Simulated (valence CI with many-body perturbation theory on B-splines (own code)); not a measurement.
# Forbidden lines of Ta

Calculated by relativistic CI+MBPT: five valence electrons over a frozen Dirac-Fock core [Xe] 4f14, a basis of 7 s, 7 p, 8 d, 6 f, 4 g, 1 h functions for each j, with the one-electron correlation potential Σ1 (screened to all orders), the two-electron term Σ2, the three-electron term Σ3, Breit, model QED; selected single and double excitations, second order for the rest, scaled by the run's own slope (own B-spline code, finite nucleus).

Against 6 measured levels this calculation errs by 56 cm⁻¹ on average and by 151 at most. These come from a selection out of the NIST Handbook of Basic Atomic Spectroscopic Data. Levels without a partner in it may be off by more, other configurations by 1,000 to 4,000 cm⁻¹. Among the levels kept, up to 1500 cm⁻¹ of a level comes from second order outside the variational space, and about a tenth of that is noise between levels of different J, which matters for small intervals.

Lines 1 to 50 of 88 in falling wavelength, among levels below 23814 cm⁻¹, chosen from the decays that carry over 1 % of a level's rate. Wavelengths and rates use the calculated energies, so an error of 60 cm⁻¹ moves a line at 23420 Å by 1.4 % and its rate by three times that or more. Electric multipoles are in the length gauge, E1 and E2 with the static RPA response of the core. Weak lines are less certain than strong ones. Lines between different terms over intervals too small for the method are left out, as are lines whose strength nearly cancels. The highest levels of a list are the least certain. Branching is blank where the lifetime is uncertain.

Names give the largest LS component (configuration and term), which can be under half, so a name can repeat, a term be missing and a line seem to break the LS rules; names also repeat where a configuration has a term twice.

```csv
λ vac (Å),λ from measured levels,Upper,Lower,Type,A (s⁻¹),Branch %
1.075e+05,,5d4 6s 6D_7/2,5d4 6s 6D_5/2,M1,3.71e-02,
93440,,5d4 6s 6D_5/2,5d4 6s 6D_3/2,M1,6.16e-02,54.5
92260,,5d4 6s 4H_13/2,5d4 6s 4H_11/2,M1,3.03e-02,1.5
87500,,5d4 6s 6D_9/2,5d4 6s 6D_7/2,M1,4.31e-02,35.1
81380,,5d4 6s 4H_11/2,5d4 6s 4H_9/2,M1,6.57e-02,2.3
58940,60350,5d3 6s2 4F_9/2,5d3 6s2 4F_7/2,M1,1.18e-01,100.0
51420,51180,5d3 6s2 4F_7/2,5d3 6s2 4F_5/2,M1,2.92e-01,100.0
51270,49750,5d3 6s2 4F_5/2,5d3 6s2 4F_3/2,M1,2.96e-01,100.0
46610,,5d3 6s2 2D_5/2,5d3 6s2 2D_3/2,M1,8.59e-02,4.8
32930,,5d3 6s2 2P_3/2,5d3 6s2 2D_5/2,M1,1.01e-01,2.8
32850,31400,5d3 6s2 4P_5/2,5d3 6s2 4P_3/2,M1,3.84e-01,87.1
25960,,5d3 6s2 2D_5/2,5d3 6s2 4P_5/2,M1,4.84e-02,2.7
24190,,5d3 6s2 2P_3/2,5d3 6s2 2P_1/2,M1,5.26e-01,14.5
23420,24640,5d3 6s2 4P_3/2,5d3 6s2 4F_5/2,M1,8.16e-02,19.5
23090,,5d4 6s 6D_5/2,5d3 6s2 4P_3/2,M1,5.52e-03,4.9
22190,,5d3 6s2 2H_11/2,5d3 6s2 2G_9/2,M1,4.67e-01,71.8
21290,,5d3 6s2 2H_9/2,5d3 6s2 2G_9/2,M1,8.15e-01,36.2
21050,,5d3 6s2 2D_3/2,5d3 6s2 4P_3/2,M1,7.67e-01,25.7
20240,,5d3 6s2 2D_3/2,5d3 6s2 4P_1/2,M1,1.23e-01,4.1
19300,,5d3 6s2 2P_3/2,5d3 6s2 2D_3/2,M1,1.10e+00,30.3
18830,,5d3 6s2 2G_9/2,5d3 6s2 4F_9/2,M1,8.56e-01,57.9
18630,18910,5d3 6s2 4P_5/2,5d3 6s2 4F_7/2,M1,3.17e-02,7.2
17850,,5d3 6s2 2P_3/2,5d4 6s 6D_5/2,M1,1.85e-01,5.1
17670,,5d3 6s2 2H_9/2,5d3 6s2 2G_7/2,M1,9.78e-01,43.5
16980,,5d4 6s 6D_7/2,5d3 6s2 4F_9/2,M1,7.17e-03,
16700,,5d3 6s2 2P_1/2,5d3 6s2 4P_1/2,M1,1.29e+00,83.9
16580,16530,5d3 6s2 4P_1/2,5d3 6s2 4F_3/2,M1,3.15e-02,99.9
16540,,5d3 6s2 2G_7/2,5d3 6s2 4F_7/2,M1,5.33e-01,32.6
16080,16480,5d3 6s2 4P_3/2,5d3 6s2 4F_3/2,M1,3.37e-01,80.4
14990,,5d3 6s2 2P_3/2,5d4 6s 6D_3/2,M1,1.67e-01,4.6
14730,,5d3 6s2 2F_7/2,5d3 6s2 2G_9/2,M1,3.82e-02,3.1
14520,,5d3 6s2 2P_3/2,5d3 6s2 4P_5/2,M1,7.14e-01,19.7
14500,,5d3 6s2 2D_5/2,5d3 6s2 4P_3/2,M1,6.38e-02,3.5
14270,,5d3 6s2 2G_9/2,5d3 6s2 4F_7/2,M1,6.15e-01,41.6
13820,,5d4 6s 6D_1/2,5d3 6s2 4F_5/2,E2,1.98e-03,
13670,13810,5d3 6s2 4P_5/2,5d3 6s2 4F_5/2,M1,2.33e-02,5.3
13280,,5d4 6s 6D_3/2,5d3 6s2 4F_5/2,M1,1.11e-01,
13180,,5d4 6s 6D_7/2,5d3 6s2 4F_7/2,M1,1.18e-02,
13130,,5d3 6s2 2F_5/2,5d3 6s2 2G_7/2,M1,2.19e-01,21.9
12910,,5d3 6s2 2F_7/2,5d3 6s2 2G_7/2,M1,4.13e-01,33.1
12510,,5d3 6s2 2G_7/2,5d3 6s2 4F_5/2,M1,1.10e+00,67.0
12300,,5d4 6s 4H_9/2,5d4 6s 6D_9/2,M1,3.31e-01,5.1
12060,,5d3 6s2 2F_5/2,5d3 6s2 4P_5/2,M1,1.68e-01,16.8
11630,,5d4 6s 6D_5/2,5d3 6s2 4F_5/2,M1,3.69e-02,32.7
11460,,5d4 6s 6D_9/2,5d3 6s2 4F_7/2,M1,6.21e-02,50.6
11090,,5d3 6s2 2D_3/2,5d3 6s2 4F_5/2,M1,1.29e+00,43.3
10880,,5d4 6s 6D_1/2,5d3 6s2 4F_3/2,M1,3.25e-02,
10880,,5d4 6s 6D_1/2,5d3 6s2 4F_3/2,E2,5.16e-03,
10840,,5d3 6s2 2D_5/2,5d3 6s2 4F_7/2,M1,1.25e+00,69.2
10550,,5d4 6s 6D_3/2,5d3 6s2 4F_3/2,M1,2.27e-01,
```
